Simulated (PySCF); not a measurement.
CuH6PSi: core ionisation energies

Compound: Cu(PH3)(SiH3) (singlet state).
Cartesian coordinates in Å at the PBE0-D3(BJ)/def2-SVP level; atoms count from 1:
```
atom  x, y, z in Å
Cu1    0.009    0.020   -0.008
P2     0.001   -0.009    2.252
H3     0.810   -0.952    2.940
H4    -1.214   -0.266    2.941
H5     0.392    1.143    2.984
Si6    0.003    0.017   -2.306
H7     1.320    0.388   -2.940
H8    -0.983    0.972   -2.933
H9    -0.337   -1.314   -2.929
```

Method used: PySCF, delta-SCF UKS SCAN, pcX-2 on the ionised atom (unc-x2c-TZVPall on a metal), pcseg-1 elsewhere, spin-free X2C. Binding energies are ΔSCF values: E(core-ionised, relaxed orbitals) − E(ground state) at a fixed geometry, referred to the vacuum level.

Task: Give the core binding energies atom by atom.

Result: 
| atom(s) | bonded to | level | binding energy (eV) | 2p1/2 (eV) | count |
| --- | --- | --- | --- | --- | --- |
| P2 | 3 H and Cu | P 1s | 2151.75 | – | 1 |
| Si6 | 3 H and Cu | Si 1s | 1844.57 | – | 1 |
| Cu1 | P and Si | Cu 2p3/2 | 938.00 | 958.65 | 1 |
| P2 | 3 H and Cu | P 2p3/2 | 138.11 | 139.00 | 1 |
| Si6 | 3 H and Cu | Si 2p3/2 | 104.81 | 105.43 | 1 |

Task: Give the binding energy of Si 1s of Si6 in hartree and in kJ/mol.

Result: 1844.57 eV = 67.7867 Eh = 177974 kJ/mol.

The 2p values aren't plain energy differences: one relaxed spin-free 2p hole is combined with a matrix within the shell (ground-state 2p orbital-energy differences and spin–orbit coupling). 2p3/2, the mean of its two sublevels, lies a third of the splitting below the shell's mean and 2p1/2 two thirds above it; the statistical areas are 2:1. 2p1/2 minus 2p3/2 (ligand field included): Cu 20.65 eV, P 0.89 eV, Si 0.62 eV. Satellites of the metal's 2p lines aren't described. Geometry: PBE0-D3(BJ)/def2-SVP; no solvent, vibrations or thermal averaging. Metal 2p energies of this one-determinant scheme are less reliable than its 1s energies.
